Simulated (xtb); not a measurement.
C₃H₃ (SMILES C#C[CH2]), doublet, from a rough starting geometry; GFN2-xTB (xtb).

Here is a job for xtb.
```
$ xtb mol.xyz --gfn 2 --uhf 1 --opt vtight --json

# file mol.xyz
6

C      0.03798774     0.14635617     0.24711209
C     -0.00125035     0.14852830     1.50122094
C     -0.07474719     0.17936391    -1.14102781
H      0.03403095     0.15021337     2.56305982
H      0.88462436    -0.41026723    -1.55202094
H     -0.91438470    -0.30103081    -1.57046731
```

**Question.** What does xtb print? Leave out banner, timings and long lists.

**Answer.** 
```
   ID    Z sym.   atoms
    1    6 C      1-3
    2    1 H      4-6

           -------------------------------------------------
          |                Calculation Setup                |
           -------------------------------------------------

           -------------------------------------------------
          |                 G F N 2 - x T B                 |
           -------------------------------------------------

          ...................................................
          :                      SETUP                      :
          :.................................................:
          :  # basis functions                  15          :
          :  # atomic orbitals                  15          :
          :  # shells                            9          :
          :  # electrons                        15          :
          :  max. iterations                   250          :
          :  Hamiltonian                  GFN2-xTB          :
          :  restarted?                      false          :
          :  GBSA solvation                  false          :
          :  PC potential                    false          :
          :  electronic temp.          300.0000000     K    :
          :  accuracy                    1.0000000          :
          :  -> integral cutoff          0.2500000E+02      :
          :  -> integral neglect         0.1000000E-07      :
          :  -> SCF convergence          0.1000000E-05 Eh   :
          :  -> wf. convergence          0.1000000E-03 e    :
          :  Broyden damping             0.4000000          :
          :  net charge                          0          :
          :  unpaired electrons                  1          :
          ...................................................

 iter      E             dE          RMSdq      gap      omega  full diag
   1     -7.9309557 -0.793096E+01  0.881E+00    4.68       0.0  T
   2     -7.9363895 -0.543386E-02  0.521E+00    4.32       1.0  T
   3     -7.9281194  0.827014E-02  0.139E+00    4.71       1.0  T
   4     -7.9369734 -0.885402E-02  0.423E-01    4.41       1.0  T
   5     -7.9370864 -0.113033E-03  0.339E-01    4.33       1.0  T
   6     -7.9379660 -0.879578E-03  0.560E-02    4.40       1.0  T
   7     -7.9379671 -0.105316E-05  0.125E-02    4.39       3.3  T
   8     -7.9379677 -0.599927E-06  0.158E-03    4.39      25.8  T
   9     -7.9379677 -0.423960E-08  0.263E-04    4.39     155.0  T
[...]
 * total energy  :    -7.8024091 Eh     change       -0.6232569E-03 Eh
 * total energy  :    -7.8027158 Eh     change       -0.3066591E-03 Eh
 * total energy  :    -7.8029407 Eh     change       -0.2249837E-03 Eh
 * total energy  :    -7.8030131 Eh     change       -0.7236636E-04 Eh
 * total energy  :    -7.8030334 Eh     change       -0.2033054E-04 Eh
 * total energy  :    -7.8030399 Eh     change       -0.6443308E-05 Eh
 * total energy  :    -7.8030451 Eh     change       -0.5201993E-05 Eh
 * total energy  :    -7.8030516 Eh     change       -0.6549443E-05 Eh
 * total energy  :    -7.8030530 Eh     change       -0.1410635E-05 Eh
 * total energy  :    -7.8030536 Eh     change       -0.5882429E-06 Eh
 * total energy  :    -7.8030538 Eh     change       -0.1785600E-06 Eh
 * total energy  :    -7.8030539 Eh     change       -0.6624175E-07 Eh
   *** GEOMETRY OPTIMIZATION CONVERGED AFTER 17 ITERATIONS ***
         :: total energy              -7.803053871058 Eh    ::
[...]
                  HL-Gap            0.1644549 Eh            4.4750 eV
             Fermi-level           -0.3044451 Eh           -8.2844 eV

     #   Z          covCN         q      C6AA      α(0)
     1   6 C        1.961    -0.000    31.078     9.003
     2   6 C        1.910    -0.100    33.878     9.400
     3   6 C        2.834    -0.084    30.092     8.989
     4   1 H        0.928     0.077     2.014     2.219
     5   1 H        0.926     0.054     2.272     2.357
     6   1 H        0.926     0.054     2.272     2.357

 Mol. C6AA /au·bohr⁶  :        454.148076
 Mol. C8AA /au·bohr⁸  :      11274.947198
 Mol. α(0) /au        :         34.324836

Wiberg/Mayer (AO) data.
largest (>0.10) Wiberg bond orders for each atom

 ---------------------------------------------------------------------------
     #   Z sym  total        # sym  WBO       # sym  WBO       # sym  WBO
 ---------------------------------------------------------------------------
     1   6 C    3.982 --     2 C    2.535     3 C    1.433
     2   6 C    3.822 --     1 C    2.535     4 H    0.973     3 C    0.249
     3   6 C    3.614 --     1 C    1.433     6 H    0.960     5 H    0.960
                             2 C    0.249
     4   1 H    0.994 --     2 C    0.973
     5   1 H    0.997 --     3 C    0.960
     6   1 H    0.997 --     3 C    0.960
 ---------------------------------------------------------------------------

Topologies differ in total number of bonds
Writing topology from bond orders to xtbtopo.mol

molecular dipole:
                 x           y           z       tot (Debye)
 q only:       -0.001      -0.007      -0.075
   full:       -0.001      -0.005      -0.060       0.152
molecular quadrupole (traceless):
                xx          xy          yy          xz          yz          zz
 q only:       -0.492      -0.042      -0.958       0.026       0.224       1.450
  q+dip:       -1.784      -0.166      -3.617       0.093       0.831       5.401
   full:       -1.005      -0.088      -1.983       0.052       0.459       2.988

optimized geometry written to: xtbopt.xyz

           -------------------------------------------------
          | TOTAL ENERGY               -7.803053871058 Eh   |
          | GRADIENT NORM               0.000078211860 Eh/α |
          | HOMO-LUMO GAP               4.475044743926 eV   |
           -------------------------------------------------

normal termination of xtb
```
